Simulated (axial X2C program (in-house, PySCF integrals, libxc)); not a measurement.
Values are calculated unless marked as measured or tabulated.
Br₂: input and output

Program: an axial X2C code built on PySCF integrals.

Input:
```json
{"zs": [35, 35], "q": 0, "bas": ["dyall-cv3z", "dyall-cv3z"], "levels": ["PBE0", "HF", "r2SCAN"], "cc": true, "r0": 2.28, "thr": -2.0, "nmax": 90, "npts": 10, "nst": 2, "ntry": 6}
```
```bash
python so2c.py task.json out
```

Keys: zs atomic numbers; q charge; bas basis sets; levels methods; cc coupled cluster on or off; r0 starting distance in Å; thr threshold in hartree for freezing inner shells (an s shell follows its p shell); nmax most natural virtual spinors; npts points on the curve; nst determinants followed; ntry starts of the search. HF also brings MP2.

Output of the HF step, with spin–orbit coupling, at R = 2.289 Å for the state Ω = 0. It starts from PBE0 orbitals of this distance.

```
two-component X2C + atomic mean field  HF
basis functions 204  fitting functions 1152  grid points 5802
iter        total energy     max residual
   1      -5207.195686341     2.42e-01
   2      -5207.224124446     6.23e-03
   3      -5207.224716011     2.13e-03
   4      -5207.224775357     8.86e-04
   5      -5207.224786142     2.81e-04
   6      -5207.224787322     5.91e-05
   7      -5207.224787411     3.92e-05
   8      -5207.224787451     1.85e-05
   9      -5207.224787461     3.99e-06
  10      -5207.224787462     3.36e-07
converged
one-electron -7806.63734181  Coulomb 2500.50143332  exact exchange -182.30174856  xc functional 0.00000000  nuclear repulsion 283.19881318  atomic mean-field constant -1.98594359
correlated 14  virtual 226  natural virtual 90  E(MP2) -0.330516223  MP2 remainder -0.013002615
iter   CCSD correlation   residual
   1     -0.337800229   1.03e-01
   2     -0.345970477   3.44e-02
   3     -0.346597999   9.38e-03
   4     -0.346603206   3.21e-03
   5     -0.346610913   8.25e-04
   6     -0.346608840   2.90e-04
   7     -0.346609848   8.45e-05
   8     -0.346609905   2.26e-05
   9     -0.346609706   8.25e-06
  10     -0.346609730   3.79e-06
  11     -0.346609739   1.66e-06
(T) -0.013601559  T1 0.0109  D1 0.0190  max T2 0.118
```
Energies are in hartree; totals compare only within one Hamiltonian and basis. T1 in the output is the amplitude norm over the root of the electron number; divide by √2 for the Lee–Taylor value.
